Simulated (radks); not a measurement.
Values are calculated unless marked as measured or tabulated.
Charge is removed step by step from the 4s level of the krypton ion Kr3+, starting from [Ar] 3d10 4s2 4p3. Code: a radial shooting solver on a logarithmic mesh with Libxc functionals. Model: scalar-relativistic Kohn-Sham, BLYP, spin-unpolarised, spherical densities, finite nucleus; Fermi nuclear charge, rms radius 4.1884 fm.

removed (e)	E - E(0) (eV)	eigenvalue (eV)	E minus straight line (eV)
0	0.000	-58.997	0.000
0.125	7.485	-60.786	-0.795
0.25	15.195	-62.587	-1.365
0.375	23.130	-64.399	-1.710
0.5	31.293	-66.221	-1.828
0.625	39.684	-68.055	-1.717
0.75	48.305	-69.899	-1.376
0.875	57.156	-71.753	-0.804
1	66.241	-73.617	0.000

Removing the whole electron costs 66.241 eV by Delta-SCF, against 58.997 eV from minus the eigenvalue at the starting occupation. Slater's transition state (half an electron removed) gives 66.221 eV. Integrating minus the eigenvalue over the occupation (Janak's theorem) gives 66.250 eV. In this scalar-relativistic scheme the density is built from large components alone, so the theorem holds only approximately. The mean slope of the eigenvalue, de/dn, is 14.6 eV per electron.
